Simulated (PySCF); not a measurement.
F₆Ti (SMILES [F][Ti-2]([F])([F])([F])([F])[F]), charge -2, singlet, at a GFN2-xTB geometry (such geometries of metal compounds can be far from the true shape) (in this run its highest filled SCF level lies above zero, so its values depend strongly on the basis, on diffuse functions most of all); PySCF with B97M-V/STO-3G.

PySCF was given this input:
```python
from pyscf import gto, scf, dft

mol = gto.Mole()
mol.atom = '''
    Ti   -0.00000000    0.00000000    0.00000000
    F     1.10350812   -0.45756914   -1.41918531
    F    -1.10350812    0.45756914    1.41918531
    F    -1.17988332    0.81162927   -1.17911828
    F    -0.91177399   -1.60408075   -0.19178056
    F     0.91177399    1.60408075    0.19178056
    F     1.17988332   -0.81162927    1.17911828
'''
mol.basis = 'sto-3g'
mol.charge = -2
mol.verbose = 4
mol.build()

mf = dft.RKS(mol)
mf.xc = 'b97m_v'
mf.kernel()
```

Predict the main parts of the log of this PySCF run.


```
PySCF version 2.14.0

[INPUT] verbose = 4
[INPUT] num. atoms = 7
[INPUT] num. electrons = 78
[INPUT] charge = -2
[INPUT] spin (= nelec alpha-beta = 2S) = 0
[INPUT] symmetry False subgroup None
[INPUT] Mole.unit = angstrom
[INPUT] Symbol           X                Y                Z      unit          X                Y                Z       unit  Magmom
[INPUT]  1 Ti     0.000000000000   0.000000000000   0.000000000000 AA    0.000000000000   0.000000000000   0.000000000000 Bohr   0.0
[INPUT]  2 F      1.103508120000  -0.457569140000  -1.419185310000 AA    2.085328123034  -0.864680357653  -2.681871555906 Bohr   0.0
[INPUT]  3 F     -1.103508120000   0.457569140000   1.419185310000 AA   -2.085328123034   0.864680357653   2.681871555906 Bohr   0.0
[INPUT]  4 F     -1.179883320000   0.811629270000  -1.179118280000 AA   -2.229656333743   1.533757034981  -2.228210617668 Bohr   0.0
[INPUT]  5 F     -0.911773990000  -1.604080750000  -0.191780560000 AA   -1.723003128602  -3.031273299187  -0.362412734416 Bohr   0.0
[INPUT]  6 F      0.911773990000   1.604080750000   0.191780560000 AA    1.723003128602   3.031273299187   0.362412734416 Bohr   0.0
[INPUT]  7 F      1.179883320000  -0.811629270000   1.179118280000 AA    2.229656333743  -1.533757034981   2.228210617668 Bohr   0.0

nuclear repulsion = 569.617445129047
number of shells = 26
number of NR pGTOs = 144
number of NR cGTOs = 48
basis = sto-3g
ecp = {}

******** <class 'pyscf.dft.rks.RKS'> ********
method = RKS
initial guess = minao
damping factor = 0
level_shift factor = 0
DIIS = <class 'pyscf.scf.diis.CDIIS'>
diis_start_cycle = 1
diis_space = 8
diis_damp = 0
SCF conv_tol = 1e-09
SCF conv_tol_grad = None
SCF max_cycles = 50
direct_scf = True
direct_scf_tol = 1e-13
XC library pyscf.dft.libxc version 7.1.2
    S. Lehtola, C. Steigemann, M. J. T. Oliveira, and M. A. L. Marques,  SoftwareX 7, 1–5 (2018)
XC functionals = b97m_v
    N. Mardirossian and M. Head-Gordon,  J. Chem. Phys. 142, 074111 (2015)
radial grids:
    Treutler-Ahlrichs [JCP 102, 346 (1995); DOI:10.1063/1.469408] (M4) radial grids

becke partition: Becke, JCP 88, 2547 (1988); DOI:10.1063/1.454033
pruning grids: <function nwchem_prune>
grids dens level: 3
symmetrized grids: False
atomic radii adjust function: <function treutler_atomic_radii_adjust>
** Following is NLC and NLC Grids **
NLC functional = b97m_v
radial grids:
    Treutler-Ahlrichs [JCP 102, 346 (1995); DOI:10.1063/1.469408] (M4) radial grids

becke partition: Becke, JCP 88, 2547 (1988); DOI:10.1063/1.454033
pruning grids: <function nwchem_prune>
grids dens level: 3
symmetrized grids: False
atomic radii adjust function: <function treutler_atomic_radii_adjust>
small_rho_cutoff = 0
Set gradient conv threshold to 3.16228e-05
Initial guess from minao.
tot grids = 106480
tot grids = 106480
init E= -1430.18934807185
  HOMO = -0.620134999700939  LUMO = -0.190039375705077  gap/eV = 11.70350
cycle= 1 E= -1430.87744399525  delta_E= -0.688  |g|= 0.797  |ddm|=  3.4
  HOMO = 0.449959269446653  LUMO = 0.633814994742081  gap/eV = 5.00297
cycle= 2 E= -1429.99990525874  delta_E= 0.878  |g|= 2.05  |ddm|= 2.82
  HOMO = 0.408569286611217  LUMO = 0.745744081550816  gap/eV = 9.17499
cycle= 3 E= -1431.10001200511  delta_E= -1.1  |g|= 0.0664  |ddm|= 1.83
  HOMO = 0.395096394263583  LUMO = 0.737878180702932  gap/eV = 9.32757
cycle= 4 E= -1431.10140154765  delta_E= -0.00139  |g|= 0.00424  |ddm|= 0.0748
  HOMO = 0.394978025634082  LUMO = 0.738361512417385  gap/eV = 9.34394
cycle= 5 E= -1431.10140692501  delta_E= -5.38e-06  |g|= 4.16e-05  |ddm|= 0.00467
  HOMO = 0.394987388331768  LUMO = 0.73836467395761  gap/eV = 9.34377
cycle= 6 E= -1431.10140692545  delta_E= -4.41e-10  |g|= 2.02e-05  |ddm|= 8.02e-05
  HOMO = 0.39498512105875  LUMO = 0.738364210807031  gap/eV = 9.34382
Extra cycle  E= -1431.10140692534  delta_E= 1.08e-10  |g|= 2.58e-05  |ddm|= 7.29e-05
converged SCF energy = -1431.10140692534
```
